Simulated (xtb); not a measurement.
silacyclobutane (C₃H₈Si), SMILES C1C[SiH2]C1. All values are semi-empirical tight-binding results from xtb (GFN2-xTB unless named), good for trends rather than for accurate numbers. Geometry: GFN2-xTB.

Computed properties:
```yaml
point_group_as_xtb_finds_it: Cs
orbital_gap: 4.82 eV
dipole_moment: 0.32 D
zero_point_energy: 61.1 kcal/mol
G − E(el) at 298.15 K (modified RRHO): 43.6 kcal/mol
static polarisability (D4 model): 62.2 bohr³
solvation energy, GFN2-xTB/ALPB(water): 0.4 kcal/mol
solvation energy, GFN2-xTB/ALPB(hexane): -2.1 kcal/mol
```
